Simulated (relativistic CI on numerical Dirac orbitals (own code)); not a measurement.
## Radial parameters of Er XX

These numbers are calculated, not measured: Dirac-Coulomb-Breit CI, KLI orbitals optimised for each configuration, QED by a radiative potential, unscaled Slater integrals (own radial code, finite nucleus).

Slater integrals F^k, G^k are unscaled and averaged over j, outside the closed core [Ar] 3d10 4s2; ζ comes from projecting the Hamiltonian with its Breit term on Σ l·s of the shell.

- 4p⁶4d¹⁰4f³: F^2(4f,4f) = 187460, F^4(4f,4f) = 121180, F^6(4f,4f) = 88283, ζ(4f) = 3880.7 cm⁻¹; <r>(4f) = 0.5483, <r^2>(4f) = 0.3487 (bohr units).
- 4p⁶4d¹⁰4f²5s: F^2(4f,4f) = 190100, F^4(4f,4f) = 122980, F^6(4f,4f) = 89630, ζ(4f) = 4022.8, G^3(4f,5s) = 30727 cm⁻¹; <r>(4f) = 0.5417, <r^2>(4f) = 0.3403, <r>(5s) = 0.953, <r^2>(5s) = 1.011 (bohr units).
- 4p⁶4d¹⁰4f5s²: ζ(4f) = 4167.3 cm⁻¹; <r>(4f) = 0.5346, <r^2>(4f) = 0.331 (bohr units).

Averages of the first 10 configurations, taken without configuration mixing, which lowers the lowest level and can move excited configurations by several eV; other configurations of the list can lie among them:

```tsv
Configuration	Parity	States	Average energy above the lowest level (eV)
4p⁶4d¹⁰4f³	odd	364	8.6
4p⁶4d¹⁰4f²5s	even	182	48.9
4p⁶4d¹⁰4f5s²	odd	14	97.2
4p⁶4d¹⁰4f²5p	odd	546	91.6
4p⁶4d¹⁰4f5s5p	even	168	137.4
4p⁶4d⁹4f⁴	even	10010	185.0
4p⁶4d¹⁰4f5p²	odd	210	182.4
4p⁶4d¹⁰4f5s5d	odd	280	199.5
4p⁶4d¹⁰4f²5d	even	910	151.4
4p⁶4d¹⁰4f5p5d	even	840	242.5
```
